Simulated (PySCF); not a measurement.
## C₆ coefficients of unlike pairs at PBE0

Calculated with PySCF 2.14 from the dipole response of each species, C₆(A,B) = (3/π) ∫ α_A(iu) α_B(iu) du, in atomic units, from isotropic polarisabilities. For ions this is the dispersion term alone; charge-induced terms of lower order in 1/R come first.

```csv
species,configuration,basis,relativity,α (bohr³),C₆ (like pair)
Kr,[Kr] (1S),aug-cc-pVTZ-PP with ECP10MDF (6s5p4d2f),core potential,17.21,133.7
Ni(3+),[Ar] 3d7 (4F),dyall-av2z (16s12p7d2f),none,1.574,3.543
P+,[Ne] 3s2 3p2 (3P),"aug-cc-pV(T+d)Z with one added diffuse shell each of s, p, d, f type (7s6p5d3f)",none,14.34,74.07
Pb,[Xe] 4f14 5d10 6s2 6p2 (3P),aug-cc-pwCVTZ-PP with ECP60MDF (8s7p6d4f1g),core potential,65.14,761.8
```

Question: Estimate C₆ for Pb with Kr.

Answer: The integral gives 299.6. The combination rule 2 C_A C_B / (C_A α_B/α_A + C_B α_A/α_B) gives 287.9 and the geometric mean 319.1.

No spin-orbit coupling is included, so Pb, close to jj coupling, stand for model states.

The other pairs:

```
      pair     C₆
P+, Ni(3+)  12.96
    P+, Kr  98.75
Pb, Ni(3+)  37.43
Ni(3+), Kr  18.58
    Pb, P+  229.6
```
